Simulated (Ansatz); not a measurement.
Born–Oppenheimer molecular dynamics of CS2 + ClH3Si (8 atoms, charge 0, multiplicity 1). It starts from a relaxed structure.

The calculation used UKS B3LYP-D4/6-31G* (Ansatz).

* ensemble: NVE (velocity Verlet)
* time step: 0.5 fs
* steps asked: 150
* starting velocities drawn for: 1500 K
* masses: H 2.014 u
* seed: 334780

First frame:

```xyz
8
Properties=species:S:1:pos:R:3
Si 0.106 0.126 -1.647
Cl -1.528 -0.671 -0.637
H 0.225 1.560 -1.300
H -0.125 -0.032 -3.103
H 1.322 -0.612 -1.238
S -1.048 -1.115 3.238
C -0.001 -0.124 2.643
S 1.049 0.869 2.044
```

(1) How far do the bonds stretch over the last three quarters of this one trajectory? (Pairs bonded in most of those frames.)

Results:

(1) 
| bond | mean (Å) | spread (Å) | shortest | longest |
| --- | --- | --- | --- | --- |
| Si1–Cl2 | 2.104 | 0.129 | 1.92 | 2.30 |
| Si1–H3 | 1.490 | 0.010 | 1.47 | 1.51 |
| Si1–H4 | 1.483 | 0.023 | 1.45 | 1.52 |
| Si1–H5 | 1.485 | 0.046 | 1.41 | 1.56 |
| S6–C7 | 1.561 | 0.043 | 1.50 | 1.64 |
| C7–S8 | 1.577 | 0.045 | 1.50 | 1.64 |

Mean temperature of the second half: 1039 K. The conserved energy stayed within 0.19 meV per atom of its start (net change 0.053 meV per atom), so the integration is sound. A run of 0.075 ps of so small a system gives no equilibrium averages.

The run took 19 min on 2 threads of Arm Neoverse N1 (shared host), peak memory 0.32 GiB.
